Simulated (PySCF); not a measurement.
C3H11AlFNSi, singlet, at a GFN2-xTB geometry (such geometries of metal compounds can be far from the true shape), atoms displaced at random by about 0.08 Å a coordinate; PySCF with PBE/STO-3G, gradient.

Here is a job for PySCF.
```python
from pyscf import gto, scf, dft

mol = gto.M(
    atom='''
Si   -1.433066   -0.590766   -0.474216
F     0.044979   -0.693725   -1.513583
N    -0.863995    0.136975    0.787523
C    -1.509252    0.649954    1.961715
Al    1.055604    0.156895    0.000444
C     2.224174   -1.338478    0.879112
C     1.454464    1.874711   -0.861843
H    -2.316166    0.044642   -1.547977
H    -1.898873   -1.978256   -0.320755
H    -0.566795    1.442904    2.428628
H    -2.340155    1.456893    1.564759
H    -2.090836   -0.192689    2.321061
H     2.102313   -1.285103    2.021493
H     1.730527   -2.239970    0.632214
H     3.054901   -1.328133    0.484486
H     1.334327    2.796125   -0.177455
H     0.842797    2.154214   -1.719649
H     2.373189    1.817055   -1.309415
''',
    basis='sto-3g',
    charge=0,
    spin=0,
    verbose=3,
)

mf = dft.RKS(mol)
mf.xc = 'pbe'
mf.grids.level = 5
mf.kernel()
g = mf.nuc_grad_method()
g.grid_response = True
grad = g.kernel()
```

Q: Predict the main parts of the log of this PySCF run.

A: 
```
converged SCF energy = -796.908385644286
--------------- RKS gradients ---------------
         x                y                z
0 Si     0.0553290556     0.0517533236     0.1243548838
1 F    -0.0034161184    -0.0141879232    -0.0588533638
2 N    -0.1186976432    -0.0302254545    -0.0137814171
3 C    -0.0290476377    -0.1225112588     0.0427827186
4 Al     0.0396676232     0.0243371919    -0.0102961250
5 C     0.2443459400    -0.0614994781    -0.1016067416
6 C     0.0625332040    -0.0173650186    -0.0487316711
7 H    -0.0069211867     0.0068741635    -0.0174171675
8 H     0.0009286088     0.0030290966     0.0036140956
9 H     0.0732239988     0.0640378586    -0.0035549416
10 H    -0.0298990786     0.0290093449    -0.0294548501
11 H     0.0051683433     0.0085498488    -0.0519451695
12 H    -0.0211636705    -0.0053044996     0.0350524432
13 H     0.0157317222     0.0334857100     0.0131351543
14 H    -0.2154904789    -0.0025889789     0.0780397733
15 H    -0.0158458506     0.0298431215     0.0156143246
16 H     0.0205735690     0.0086751258     0.0053740649
17 H    -0.0770204006    -0.0059121735     0.0176739890
----------------------------------------------
```
